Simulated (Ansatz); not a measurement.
Consider the ligand exchange at a Zn–O bond: `[ZnH][O][GeH3]` + CH₃SH → `C[S][ZnH]` + `[OH][GeH3]`.

Isolated molecules relaxed with PBE0-D4/def2-TZVP in Ansatz; ΔE leaves out vibrations. CCSD(T)/CBS is the MP2 limit (def2-TZVPP, def2-QZVPP) plus CCSD(T) − MP2 in def2-TZVPP, frozen cores. This one scheme is used for every species. DFT in def2-TZVPP. For Ge, Zn outer-core shells are correlated without core-valence functions, which leaves a few kJ/mol of doubt a bond. Scalar relativity is left out up to krypton.

```tsv
level	ΔE (kJ/mol)
r2SCAN0-D4	-26.0
ωB97M-V	-23.5
```

(1) What does CCSD(T)/CBS give? (Estimate.)

Largest T1 diagnostic among the species: 0.016.

Answers

(1) Computed: -20.6 kJ/mol. The listed levels differ from it by -5.4, -2.9 kJ/mol.

Leaving LDA and LC-ωPBE aside and taking each functional with its dispersion term where it has one, the values, not all of them listed here, spread over 13.7 kJ/mol, from HSE06-D4 to CAM-B3LYP-D4. From r2SCAN to r2SCAN0 (25 % exact exchange), in def2-TZVPP and without D4, ΔE moves by −3.1 kJ/mol.
